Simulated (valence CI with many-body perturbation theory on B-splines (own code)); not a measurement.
**Cd⁴³⁺: electric-dipole lines**

Computed by relativistic CI+MBPT: three valence electrons over a frozen Dirac-Fock core [He], a basis of 11 s, 11 p, 10 d, 8 f, 5 g, 2 h functions for each j, with the one-electron correlation potential Σ1, the two-electron term Σ2, the three-electron term Σ3, Breit, model QED; selected CI, second order for the rest, scaled by the run's own slope (own B-spline code, finite nucleus).

The last digits are not significant, and no measured levels were compared; by estimate large intervals hold to a few tenths of a per cent, small ones and those within an open d or f shell to about a per cent.

Lines 101 to 150 of 522 in falling wavelength, among levels below 46643 × 10³ cm⁻¹, chosen from the strongest by gf and those to the six lowest levels. Wavelengths and rates use the calculated energies. Electric multipoles are in the length gauge with retardation, E1 and E2 with the static RPA response of the core. Weak lines are less certain than strong ones. Lines between different terms over intervals too small for the method are left out, as are lines whose strength nearly cancels. The highest levels of a list are the least certain.

Levels are named by their leading jj configuration (3d3/2^4 stands for four electrons in 3d with j = 3/2), which in mixed levels can hold well under half, so a name can repeat and another be missing. Letters in brackets count levels of one name in rising energy.

| λ vac (nm) | Upper | Lower | A (s⁻¹) | log gf | Branch % |
| --- | --- | --- | --- | --- | --- |
| 3.863 | (2p3/2^2 3p1/2) J=5/2 | (2s 2p3/2 3p1/2) J=3/2 [b] | 1.19e+11 | -0.80 | 0.1 |
| 3.858 | (2p3/2^2 3p3/2) J=7/2 | (2s 2p3/2 3p3/2) J=5/2 [b] | 1.12e+11 | -0.70 | 0.2 |
| 3.777 | (2s 2p3/2^2) J=5/2 | (2s^2 2p3/2) J=3/2 | 6.33e+10 | -1.09 | 99.9 |
| 3.711 | (2p1/2 2p3/2^2) J=3/2 | (2s 2p1/2 2p3/2) J=1/2 | 1.46e+11 | -0.92 | 30.6 |
| 3.685 | (2p1/2 2p3/2^2) J=3/2 | (2s 2p1/2 2p3/2) J=3/2 [b] | 3.15e+10 | -1.59 | 6.6 |
| 3.524 | (2p3/2^2 3d5/2) J=7/2 | (2s 2p3/2 3d5/2) J=7/2 [a] | 9.62e+10 | -0.84 | 0.3 |
| 3.500 | (2p3/2^3) J=3/2 | (2s 2p3/2^2) J=3/2 | 4.33e+11 | -0.50 | 61.8 |
| 3.500 | (2p1/2 2p3/2^2) J=5/2 | (2s 2p1/2 2p3/2) J=3/2 [b] | 1.65e+11 | -0.74 | 41.7 |
| 3.494 | (2p1/2 2p3/2 3d5/2) J=9/2 | (2s 2p1/2 3d5/2) J=7/2 | 1.26e+11 | -0.64 | 17.7 |
| 3.481 | (2p1/2 2p3/2 3p3/2) J=7/2 | (2s 2p1/2 3p3/2) J=5/2 | 1.59e+11 | -0.64 | 0.2 |
| 3.480 | (2p1/2 2p3/2 3d5/2) J=7/2 [a] | (2s 2p1/2 3d5/2) J=5/2 [a] | 1.37e+11 | -0.70 | 1.9 |
| 3.476 | (2p3/2^2 3d5/2) J=5/2 [b] | (2s 2p3/2 3d5/2) J=5/2 [b] | 1.82e+11 | -0.70 | 0.1 |
| 3.450 | (2p1/2 2p3/2 3p3/2) J=5/2 [a] | (2s 2p1/2 3p3/2) J=3/2 [a] | 1.42e+11 | -0.82 | 0.2 |
| 3.440 | (2s 2p3/2 3d5/2) J=7/2 [b] | (2s^2 3d5/2) J=5/2 | 2.25e+11 | -0.50 | 0.2 |
| 3.436 | (2p3/2^2 3p3/2) J=5/2 | (2s 2p3/2 3p3/2) J=5/2 [a] | 1.41e+11 | -0.83 | 0.2 |
| 3.420 | (2p1/2 2p3/2 3d3/2) J=7/2 | (2s 2p1/2 3d3/2) J=5/2 | 1.24e+11 | -0.76 | 6.8 |
| 3.405 | (2p1/2 2p3/2 3p1/2) J=5/2 | (2s^2 3d3/2) J=3/2 | 1.92e+11 | -0.70 | 0.1 |
| 3.405 | (2p1/2 2p3/2 3p1/2) J=3/2 [b] | (2s 2p1/2 3p1/2) J=1/2 [b] | 1.71e+11 | -0.92 | 0.2 |
| 3.393 | (2p3/2^2 3s) J=1/2 | (2s 2p3/2 3s) J=3/2 [b] | 3.37e+11 | -0.93 | 1.3 |
| 3.384 | (2s 2p3/2 4p1/2) J=3/2 [b] | (2s^2 4p1/2) J=1/2 | 2.19e+11 | -0.82 | 0.6 |
| 3.383 | (2s 2p3/2 3p3/2) J=5/2 [b] | (2s 2p1/2 3s) J=3/2 | 1.97e+11 | -0.69 | 1.0 |
| 3.382 | (2s 2p3/2 4s) J=3/2 [b] | (2s^2 4s) J=1/2 | 2.84e+11 | -0.71 | 1.1 |
| 3.379 | (2p1/2 2p3/2 3s) J=5/2 | (2s^2 3p3/2) J=3/2 | 2.03e+11 | -0.68 | 0.5 |
| 3.377 | (2p3/2^2 3d5/2) J=5/2 [b] | (2s 2p3/2 3d5/2) J=7/2 [b] | 2.13e+11 | -0.66 | 0.1 |
| 3.367 | (2s 2p3/2 3d3/2) J=5/2 [b] | (2s 2p1/2 3p1/2) J=3/2 | 1.86e+11 | -0.72 | 0.2 |
| 3.343 | (2s 2p3/2 3d5/2) J=5/2 [b] | (2s^2 3d5/2) J=5/2 | 2.87e+11 | -0.54 | 0.1 |
| 3.337 | (2s 2p3/2 3s) J=3/2 [b] | (2s^2 3s) J=1/2 | 2.72e+11 | -0.74 | 0.9 |
| 3.332 | (2s 2p3/2 3p1/2) J=3/2 [b] | (2s^2 3p1/2) J=1/2 | 2.13e+11 | -0.85 | 4.5 |
| 3.319 | (2s 2p3/2 3d5/2) J=3/2 [b] | (2s^2 3d5/2) J=5/2 | 3.34e+11 | -0.66 | 0.1 |
| 3.314 | (2p3/2^2 3s) J=3/2 | (2s 2p3/2 3s) J=3/2 [a] | 2.00e+11 | -0.88 | 0.5 |
| 3.287 | (2p3/2^2 3p3/2) J=7/2 | (2s 2p3/2 3p3/2) J=7/2 | 1.79e+11 | -0.63 | 0.2 |
| 3.284 | (2p3/2^2 3p1/2) J=3/2 | (2s 2p3/2 3p1/2) J=3/2 [a] | 1.91e+11 | -0.91 | 0.2 |
| 3.284 | (2p3/2^2 3p1/2) J=5/2 | (2s 2p3/2 3p1/2) J=5/2 | 1.93e+11 | -0.73 | 0.2 |
| 3.276 | (2p3/2^2 3d3/2) J=7/2 | (2s 2p3/2 3d3/2) J=7/2 | 1.52e+11 | -0.71 | 0.1 |
| 3.276 | (2p3/2^2 3d5/2) J=9/2 | (2s 2p3/2 3d5/2) J=9/2 | 1.65e+11 | -0.58 | 18.6 |
| 3.258 | (2p1/2 2p3/2^2) J=3/2 | (2s 2p1/2 2p3/2) J=5/2 | 3.15e+10 | -1.70 | 6.6 |
| 3.248 | (2s 2p1/2 2p3/2) J=3/2 [b] | (2s^2 2p1/2) J=1/2 | 2.84e+11 | -0.75 | 98.7 |
| 3.238 | (2p3/2^2 3s) J=5/2 | (2s 2p3/2 3s) J=5/2 | 1.88e+11 | -0.75 | 2.5 |
| 3.228 | (2s 2p1/2 2p3/2) J=1/2 | (2s^2 2p1/2) J=1/2 | 3.95e+11 | -0.91 | 98.5 |
| 3.197 | (2p1/2 2p3/2^2) J=1/2 | (2s 2p1/2 2p3/2) J=3/2 [b] | 3.97e+11 | -0.91 | 69.4 |
| 3.160 | (2s 2p3/2^2) J=1/2 | (2s^2 2p3/2) J=3/2 | 3.31e+11 | -1.00 | 99.8 |
| 3.151 | (2s 2p3/2^2) J=3/2 | (2s^2 2p3/2) J=3/2 | 5.37e+11 | -0.50 | 97.5 |
| 3.144 | (2p1/2^2 2p3/2) J=3/2 | (2s 2p1/2^2) J=1/2 | 2.04e+11 | -0.92 | 76.0 |
| 3.113 | (2p1/2 2p3/2^2) J=5/2 | (2s 2p1/2 2p3/2) J=5/2 | 2.01e+11 | -0.76 | 50.6 |
| 3.037 | (2p1/2 2p3/2^2) J=3/2 | (2s 2p1/2 2p3/2) J=3/2 [a] | 2.39e+11 | -0.88 | 50.2 |
| 0.9798 | (2s 2p3/2 4f7/2) J=5/2 | (2s 2p3/2 3d3/2) J=3/2 [b] | 2.98e+12 | -0.59 | 5.6 |
| 0.9721 | (2s 2p1/2 4p3/2) J=5/2 | (2s 2p1/2 3d5/2) J=7/2 | 1.37e+12 | -0.94 | 10.4 |
| 0.9718 | (2s 2p3/2 4s) J=5/2 | (2s 2p3/2 3p3/2) J=5/2 [a] | 1.82e+12 | -0.81 | 8.7 |
| 0.9701 | (2p1/2^2 4s) J=1/2 | (2p1/2^2 3p3/2) J=3/2 | 6.59e+12 | -0.73 | 31.8 |
| 0.9688 | (2s 2p1/2 4f7/2) J=7/2 [a] | (2s 2p1/2 3d5/2) J=5/2 [b] | 3.62e+12 | -0.39 | 6.8 |

Q: How does gf follow from A for the line at 3.144 nm?

A: gf = 1.4992 × (2J+1)_upper × A / σ², with σ = 3180734 cm⁻¹ and 2J+1 = 4: gf = 0.121.
